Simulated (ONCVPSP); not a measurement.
**Scattering properties, ONCV potential for Pr (Z = 59)**

```json
{"Element": "praseodymium", "Generator": "ONCVPSP 4.0.1", "Type": "optimised norm-conserving Vanderbilt (ONCV)", "Functional": "PBEsol", "Relativity": "scalar-relativistic", "Frozen core": "[Kr]", "Valence charge": "23", "Reference configuration": "4d10 4f3 5s2 5p6 6s2", "Partial waves": "5s+6s: rc 2.80 bohr, ncon 4, nbas 7, qcut 4.6 1/bohr, 3 projectors, debl 2.4 Ha; 5p: rc 2.00 bohr, ncon 4, nbas 7, qcut 3.3 1/bohr, 3 projectors, debl 1.6 Ha; 4d: rc 1.10 bohr, ncon 4, nbas 8, qcut 14.1 1/bohr, 2 projectors, debl 3.7 Ha; 4f: rc 0.85 bohr, ncon 4, nbas 9, qcut 15.1 1/bohr, 2 projectors, debl 4 Ha", "Local potential": "polynomial inside 0.80 bohr (lpopt 5, dvloc0 0 Ha)", "Core correction": "Teter function, fcfact 2.75, rcfact 1.15"}
```

In the d channel the program set the typed energies aside and used -4.057, 0.250 Ha.

The phase is arctan(r·R′/R) of the radial function R(r), unwrapped; energies in Ha, scanned from -6 to 5 Ha. A pole is an energy at which the radial function vanishes at the test radius. The pseudo phase is shifted by a multiple of π to meet the all-electron one at the reference energy, and phase errors are pseudo minus all-electron; the curves can meet again beyond the range given. Levels narrower than the energy grid can be missing from the lists of poles.

Task: For each channel, where are the poles, and over which energies does the pseudopotential scatter like the atom?

Result:

| channel | radius (bohr) | reference energy (Ha) | poles, all-electron | poles, pseudo | unbroken range about the reference energy with phases within 0.05 rad | phase error 1 Ha above the reference energy (rad) |
| --- | --- | --- | --- | --- | --- | --- |
| s | 2.84 | -0.13 | -1.37, 1.76 | -1.37, 1.76 | below 3.6 | -0.000 |
| p | 2.03 | -0.79 | 0.27 | 0.27 | the whole range | +0.000 |
| d | 1.12 | -4.06 | -2.77 | -2.77 | the whole range | +0.000 |
| f | 0.87 | -0.05 | 4.72 | 4.72 | the whole range | +0.000 |

Note: ghosts flagged at negative energy: s at -300.5 eV, p at -0.89 eV; no localised positive-energy state flagged. A true bound ghost makes a file unfit for plane-wave use.

Phases in the d channel:

```json
{"E (Ha)": "-5.96", "all-electron": "0.528", "pseudo": "0.528"}
{"E (Ha)": "-5.68", "all-electron": "0.273", "pseudo": "0.274"}
{"E (Ha)": "-5.40", "all-electron": "-0.071", "pseudo": "-0.071"}
{"E (Ha)": "-5.12", "all-electron": "-0.455", "pseudo": "-0.455"}
{"E (Ha)": "-4.84", "all-electron": "-0.786", "pseudo": "-0.785"}
{"E (Ha)": "-4.56", "all-electron": "-1.025", "pseudo": "-1.025"}
{"E (Ha)": "-4.28", "all-electron": "-1.191", "pseudo": "-1.191"}
{"E (Ha)": "-4.00", "all-electron": "-1.308", "pseudo": "-1.308"}
{"E (Ha)": "-3.72", "all-electron": "-1.394", "pseudo": "-1.394"}
{"E (Ha)": "-3.44", "all-electron": "-1.460", "pseudo": "-1.460"}
{"E (Ha)": "-3.16", "all-electron": "-1.512", "pseudo": "-1.512"}
{"E (Ha)": "-2.88", "all-electron": "-1.556", "pseudo": "-1.556"}
{"E (Ha)": "-2.60", "all-electron": "-1.593", "pseudo": "-1.593"}
{"E (Ha)": "-2.32", "all-electron": "-1.625", "pseudo": "-1.625"}
{"E (Ha)": "-2.04", "all-electron": "-1.654", "pseudo": "-1.654"}
{"E (Ha)": "-1.76", "all-electron": "-1.681", "pseudo": "-1.681"}
{"E (Ha)": "-1.48", "all-electron": "-1.706", "pseudo": "-1.706"}
{"E (Ha)": "-1.20", "all-electron": "-1.730", "pseudo": "-1.730"}
{"E (Ha)": "-0.92", "all-electron": "-1.754", "pseudo": "-1.754"}
{"E (Ha)": "-0.64", "all-electron": "-1.778", "pseudo": "-1.778"}
{"E (Ha)": "-0.36", "all-electron": "-1.802", "pseudo": "-1.802"}
{"E (Ha)": "-0.08", "all-electron": "-1.827", "pseudo": "-1.827"}
{"E (Ha)": "0.20", "all-electron": "-1.853", "pseudo": "-1.853"}
{"E (Ha)": "0.48", "all-electron": "-1.881", "pseudo": "-1.881"}
{"E (Ha)": "0.76", "all-electron": "-1.912", "pseudo": "-1.911"}
{"E (Ha)": "1.04", "all-electron": "-1.945", "pseudo": "-1.945"}
{"E (Ha)": "1.32", "all-electron": "-1.982", "pseudo": "-1.982"}
{"E (Ha)": "1.60", "all-electron": "-2.024", "pseudo": "-2.024"}
{"E (Ha)": "1.88", "all-electron": "-2.072", "pseudo": "-2.072"}
{"E (Ha)": "2.16", "all-electron": "-2.129", "pseudo": "-2.128"}
{"E (Ha)": "2.44", "all-electron": "-2.195", "pseudo": "-2.195"}
{"E (Ha)": "2.72", "all-electron": "-2.275", "pseudo": "-2.274"}
{"E (Ha)": "3.00", "all-electron": "-2.371", "pseudo": "-2.370"}
{"E (Ha)": "3.28", "all-electron": "-2.488", "pseudo": "-2.487"}
{"E (Ha)": "3.56", "all-electron": "-2.630", "pseudo": "-2.628"}
{"E (Ha)": "3.84", "all-electron": "-2.798", "pseudo": "-2.797"}
{"E (Ha)": "4.12", "all-electron": "-2.991", "pseudo": "-2.989"}
{"E (Ha)": "4.40", "all-electron": "-3.197", "pseudo": "-3.195"}
{"E (Ha)": "4.68", "all-electron": "-3.401", "pseudo": "-3.398"}
{"E (Ha)": "4.96", "all-electron": "-3.588", "pseudo": "-3.586"}
```
